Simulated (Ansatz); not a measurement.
Species: GeCl₂, net charge 0, singlet state. 
Structure (B3LYP-D3(BJ)/def2-TZVP (Ansatz, an electronic-structure program) minimum search):
```xyz
3

Ge    -0.0079     0.0041     0.7266
Cl     1.0991     1.2918    -0.6793
Cl    -1.0842    -1.2996    -0.6884
```
Charge 0, spin multiplicity 1.

Q: Give the harmonic wavenumbers at B3LYP-D3(BJ)/def2-TZVP (Ansatz, finite differences of forces, unscaled).

A: 152, 371, 393 cm⁻¹. Zero-point energy 1.3 kcal/mol.

Q: From these and the geometry, give the ideal-gas thermochemistry at 298.15 K and 1 atm (rigid rotor, harmonic oscillator).

A: Point group C2v, rotational symmetry number 2. Rotational constants 7.079, 2.483, 1.838 GHz. S(trans) 40.80, S(rot) 25.32, S(vib) 4.71, S(elec, spin only) 0.00, S 70.8 cal/(mol K). H(298) - H(0) 3.18 kcal/mol; G - E(el) -16.6 kcal/mol.
